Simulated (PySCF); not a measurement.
**Spin states and ions at one geometry of [La3]+**

PySCF 2.14.0, UKS r2SCAN, La def2-SVP with ECP46; non-relativistic Hamiltonian with scalar-relativistic core potentials where named; density fitting; no spin-orbit coupling; singlets restricted, open shells unrestricted. The geometry is relaxed for charge +1, triplet, vacuum:

```xyz
3

La    0.0000    0.0000    3.1858
La    0.0000    0.0000   -0.0336
La    0.0000    0.0000   -3.1522
```

Energies count from the relaxed state; an electron taken off or put on is at rest in vacuum. Charges and spins are Mulliken's.

```
                     state  energy (eV)  spin squared  charge on La1 (e)  spin on La1 (e)  dipole about the centre of mass (D)
charge +1, triplet, vacuum         0.00          3.46               0.74            -0.61                                 1.93
charge +1, singlet, vacuum         0.79          0.00               0.75             0.00                                 2.39
charge +2, doublet, vacuum         7.86          2.59               1.10            -1.40                                 1.11
charge +2, quartet, vacuum         8.38          4.77               1.15            -0.12                                 0.67
 charge 0, doublet, vacuum        -4.36          2.67               0.11            -0.64                                 2.45
 charge 0, quartet, vacuum        -4.57          5.19               0.01            -0.63                                 2.00
```

**Question.** What does the state charge +1, quintet, vacuum give?

**Answer.** energy (eV) 0.51, spin squared 6.11, charge on La1 (e) 0.85, spin on La1 (e) 1.11, dipole about the centre of mass (D) 1.53.

With an electron taken off (doublet, the lower of the two states computed) the charges change, summed by element, by La +1.00 e. The vertical ionisation energy is 7.86 eV, against −ε(HOMO) = 6.49 eV over both spins of the relaxed state. The level lies 1.4 eV too high, as is usual for semilocal functionals and global hybrids, which keep a self-interaction error.

With an electron put on (quartet, the lower of the two states computed) the charges change, summed by element, by La -1.00 e. The vertical electron affinity is 4.57 eV, against −ε(LUMO) = 6.23 eV over both spins of the relaxed state.

Open shells may have lower solutions than those found. Hard to converge, so the more doubtful: charge +1, singlet, vacuum; charge +2, quartet, vacuum. Strongly mixed with higher spins, so no pure states, and their order against close states isn't settled: charge +1, triplet, vacuum; charge +2, doublet, vacuum; charge +2, quartet, vacuum; charge 0, doublet, vacuum; charge 0, quartet, vacuum. A restricted singlet can lie too high where a spin-broken solution exists, which wasn't tested: charge +1, singlet, vacuum.

No frequency check is given that shows the relaxed geometry to be a minimum. The relaxed state is spin-contaminated (spin squared 3.46 against 2.00).
